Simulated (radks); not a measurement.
Problem. All-electron atom: Gd II in [Xe] 4f7 5d1 6s1. Method: Dirac Kohn-Sham, PBE, spin-unpolarised, spherical densities, point nucleus; open shells are shared between the two j in proportion to 2j + 1; computed with a radial shooting solver on a logarithmic mesh with Libxc functionals. Some entries of the table are withheld. Estimate them.

orbital  occ.  eigenvalue (eV)  r(max) (bohr)  <r^2> (bohr^2)
1s1/2       2        -50058.45        0.01391       0.0006547
2s1/2       2        -8266.332        0.07916         0.01021
2p1/2       2        -7848.902        0.05981        0.007417
2p3/2       4        -7153.018        0.06564        0.008652
3s1/2       2        -1837.482         0.2244             (1)
3p1/2       2              (2)         0.2117         0.06348
3p3/2       4              (3)         0.2240         0.07055
3d3/2       4        -1202.201            (4)         0.05633
3d5/2       6        -1171.104            (5)         0.05831
4s1/2       2        -375.1872         0.5159          0.3450
4p1/2       2              (6)         0.5203             (7)
4p3/2       4              (8)         0.5464             (9)
4d3/2       4        -157.2318         0.5542          0.4605
4d5/2       6        -151.4872         0.5627          0.4757
5s1/2       2             (10)          1.197           1.999
5p1/2       2         -36.6531          1.303           2.533
5p3/2       4         -32.2991          1.380           2.866
4f5/2       3         -15.4338         0.5644          0.9660
4f7/2       4         -14.6777         0.5692          0.9980
6s1/2       1          -9.2736          3.216           15.08
5d3/2     0.4          -8.5885          1.897           7.592
5d5/2     0.6          -8.2758          1.943           7.996
6p1/2       0          -6.0121          3.932           23.07
6p3/2       0          -5.6184          4.153           25.49

Solution. 
(1) 3s1/2 <r^2> (bohr^2): 0.06814
(2) 3p1/2 eigenvalue (eV): -1656.744
(3) 3p3/2 eigenvalue (eV): -1513.993
(4) 3d3/2 r(max) (bohr): 0.1780
(5) 3d5/2 r(max) (bohr): 0.1815
(6) 4p1/2 eigenvalue (eV): -304.8355
(7) 4p1/2 <r^2> (bohr^2): 0.3630
(8) 4p3/2 eigenvalue (eV): -273.0646
(9) 4p3/2 <r^2> (bohr^2): 0.4016
(10) 5s1/2 eigenvalue (eV): -55.9923
